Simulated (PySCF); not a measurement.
FO2W, doublet, at a GFN2-xTB geometry (such geometries of metal compounds can be far from the true shape) (the multiplicity is a formal guess) (core potentials on W); CAMB3LYP/def2-SV(P) (PySCF).

The PySCF input:
```python
from pyscf import gto, scf, dft

mol = gto.Mole()
mol.atom = '''
    W     0.031836    0.038077    0.046596
    O     1.554892   -0.445553   -0.513306
    O    -0.606250   -0.879993    1.318243
    F    -1.104998    0.865186   -1.098625
'''
mol.basis = 'def2-sv(p)'
mol.ecp = {'W': 'def2-sv(p)'}
mol.charge = 0
mol.spin = 1
mol.verbose = 4
mol.build()

mf = dft.UKS(mol)
mf.xc = 'camb3lyp'
mf.level_shift = 0.5
mf.max_cycle = 100
mf.kernel()
```

The log (banner, timings and long lists left out):

```
PySCF version 2.14.0

[INPUT] verbose = 4
[INPUT] num. atoms = 4
[INPUT] num. electrons = 39
[INPUT] charge = 0
[INPUT] spin (= nelec alpha-beta = 2S) = 1
[INPUT] symmetry False subgroup None
[INPUT] Mole.unit = angstrom
[INPUT] Symbol           X                Y                Z      unit          X                Y                Z       unit  Magmom
[INPUT]  1 W      0.031836000000   0.038077000000   0.046596000000 AA    0.060161320902   0.071955101645   0.088053678500 Bohr   0.0
[INPUT]  2 O      1.554892000000  -0.445553000000  -0.513306000000 AA    2.938320033277  -0.841973143978  -0.970007758096 Bohr   0.0
[INPUT]  3 O     -0.606250000000  -0.879993000000   1.318243000000 AA   -1.145646463018  -1.662945761534   2.491118235625 Bohr   0.0
[INPUT]  4 F     -1.104998000000   0.865186000000  -1.098625000000 AA   -2.088143588192   1.634964586808  -2.076100363600 Bohr   0.0

nuclear repulsion = 143.803995399023
number of shells = 29
number of NR pGTOs = 122
number of NR cGTOs = 67
basis = def2-sv(p)
ecp = {'W': 'def2-sv(p)'}

******** <class 'pyscf.dft.uks.UKS'> ********
method = UKS
initial guess = minao
damping factor = 0
level_shift factor = 0.5
DIIS = <class 'pyscf.scf.diis.CDIIS'>
diis_start_cycle = 1
diis_space = 8
diis_damp = 0
SCF conv_tol = 1e-09
SCF conv_tol_grad = None
SCF max_cycles = 100
direct_scf = True
direct_scf_tol = 1e-13
number electrons alpha = 20  beta = 19
XC library pyscf.dft.libxc version 7.1.2
    S. Lehtola, C. Steigemann, M. J. T. Oliveira, and M. A. L. Marques,  SoftwareX 7, 1–5 (2018)
XC functionals = camb3lyp
    T. Yanai, D. P. Tew, and N. C. Handy,  Chem. Phys. Lett. 393, 51 (2004)
radial grids:
    Treutler-Ahlrichs [JCP 102, 346 (1995); DOI:10.1063/1.469408] (M4) radial grids

becke partition: Becke, JCP 88, 2547 (1988); DOI:10.1063/1.454033
pruning grids: <function nwchem_prune>
grids dens level: 3
symmetrized grids: False
atomic radii adjust function: <function treutler_atomic_radii_adjust>
small_rho_cutoff = 0
Set gradient conv threshold to 3.16228e-05
tot grids = 66736
init E= -304.532322062768

cycle= 1 E= -316.743135683334  delta_E= -12.2  |g|= 0.993  |ddm|=  5.1
cycle= 2 E= -316.834975588335  delta_E= -0.0918  |g|= 0.899  |ddm|= 1.27
cycle= 3 E= -317.07728256355  delta_E= -0.242  |g|= 0.318  |ddm|= 0.475
cycle= 4 E= -317.11448775567  delta_E= -0.0372  |g|= 0.102  |ddm|= 0.193
cycle= 5 E= -317.120557916507  delta_E= -0.00607  |g|= 0.0309  |ddm|= 0.106
cycle= 6 E= -317.12211919979  delta_E= -0.00156  |g|= 0.0201  |ddm|= 0.0758
cycle= 7 E= -317.123052385881  delta_E= -0.000933  |g|= 0.0155  |ddm|= 0.0584
cycle= 8 E= -317.123761539593  delta_E= -0.000709  |g|= 0.012  |ddm|= 0.0547
cycle= 9 E= -317.124233830898  delta_E= -0.000472  |g|= 0.00866  |ddm|= 0.0437
cycle= 10 E= -317.124566730672  delta_E= -0.000333  |g|= 0.0067  |ddm|= 0.0395
cycle= 11 E= -317.124766268344  delta_E= -0.0002  |g|= 0.00507  |ddm|= 0.0319
cycle= 12 E= -317.124880995048  delta_E= -0.000115  |g|= 0.00375  |ddm|= 0.0258
cycle= 13 E= -317.124939044955  delta_E= -5.8e-05  |g|= 0.0027  |ddm|= 0.0185
cycle= 14 E= -317.124967640782  delta_E= -2.86e-05  |g|= 0.00204  |ddm|= 0.013
cycle= 15 E= -317.12498188965  delta_E= -1.42e-05  |g|= 0.00146  |ddm|= 0.00894
cycle= 16 E= -317.124989354578  delta_E= -7.46e-06  |g|= 0.000998  |ddm|= 0.00623
cycle= 17 E= -317.124993377976  delta_E= -4.02e-06  |g|= 0.000699  |ddm|= 0.00465
cycle= 18 E= -317.124995250511  delta_E= -1.87e-06  |g|= 0.000483  |ddm|= 0.00309
cycle= 19 E= -317.124996137029  delta_E= -8.87e-07  |g|= 0.000363  |ddm|= 0.00216
cycle= 20 E= -317.124996548732  delta_E= -4.12e-07  |g|= 0.000231  |ddm|= 0.00152
cycle= 21 E= -317.124996715187  delta_E= -1.66e-07  |g|= 0.000152  |ddm|= 0.000945
cycle= 22 E= -317.12499678142  delta_E= -6.62e-08  |g|= 0.000103  |ddm|= 0.00058
cycle= 23 E= -317.124996808999  delta_E= -2.76e-08  |g|= 7.2e-05  |ddm|= 0.000369
cycle= 24 E= -317.124996821257  delta_E= -1.23e-08  |g|= 4.58e-05  |ddm|= 0.000228
cycle= 25 E= -317.124996826438  delta_E= -5.18e-09  |g|= 3.25e-05  |ddm|= 0.000136
cycle= 26 E= -317.124996829464  delta_E= -3.03e-09  |g|= 2.29e-05  |ddm|= 9.64e-05
cycle= 27 E= -317.124996831093  delta_E= -1.63e-09  |g|= 1.67e-05  |ddm|= 7.01e-05
cycle= 28 E= -317.124996832067  delta_E= -9.74e-10  |g|= 1.19e-05  |ddm|= 5.68e-05
Extra cycle  E= -317.124996832793  delta_E= -7.26e-10  |g|= 8.2e-06  |ddm|= 6.33e-05
converged SCF energy = -317.124996832793  <S^2> = 0.75563608  2S+1 = 2.0056282
```
